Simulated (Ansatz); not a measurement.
The C2–H6 bond of CH6Sn (SMILES [CH3][SnH3]) is stretched (multiplicity 1, the rest rigid).
Geometry at rest (charge 0, multiplicity 1):
```json
[
 {"atom": "Sn", "x (Å)": "-0.3009", "y (Å)": "0.0325", "z (Å)": "-0.0063"},
 {"atom": "C", "x (Å)": "1.8445", "y (Å)": "-0.1990", "z (Å)": "0.0387"},
 {"atom": "H", "x (Å)": "-0.9763", "y (Å)": "-0.9758", "z (Å)": "-1.2170"},
 {"atom": "H", "x (Å)": "-0.7100", "y (Å)": "1.6612", "z (Å)": "-0.3500"},
 {"atom": "H", "x (Å)": "-0.9713", "y (Å)": "-0.3988", "z (Å)": "1.5112"},
 {"atom": "H", "x (Å)": "2.0994", "y (Å)": "-1.2346", "z (Å)": "0.2573"},
 {"atom": "H", "x (Å)": "2.2688", "y (Å)": "0.4430", "z (Å)": "0.8088"},
 {"atom": "H", "x (Å)": "2.2656", "y (Å)": "0.0760", "z (Å)": "-0.9269"}
]
```

Cores are frozen in the correlated methods. Filled d and f shells under p-block atoms count as core.

Codes used: Ansatz (Gaussian orbitals). Values without a source in brackets are computed. In def2 rows elements past Kr take small-core potentials, without spin–orbit coupling.

Energies above the point at 1.089 Å (the B3LYP-D3(BJ) bond length), FIC-MRCISD+Q on CASSCF(2,2)/def2-TZVPP (kcal/mol): 5.77 at 0.980 Å; 3.69 at 1.198 Å; 114.09 at 3.484 Å.

Take the last value as the depth D of a Morse curve D(1 − e^(−a(R − R₀)))², fit a and R₀ to the two near points, and test it at 1.470 and 1.905 Å.


With D = 114.1, both near points (counted from the curve's value at 1.089 Å) are met by a = 1.85 Å⁻¹ and R₀ = 1.090 Å, so k = 2Da² = 778 kcal/(mol Å²). The curve then gives 29.0 and 69.1 kcal/mol; the level itself gives 28.9 and 71.2, so Morse is off by 0.1 and -2.1.

Ansatz is an electronic-structure program.
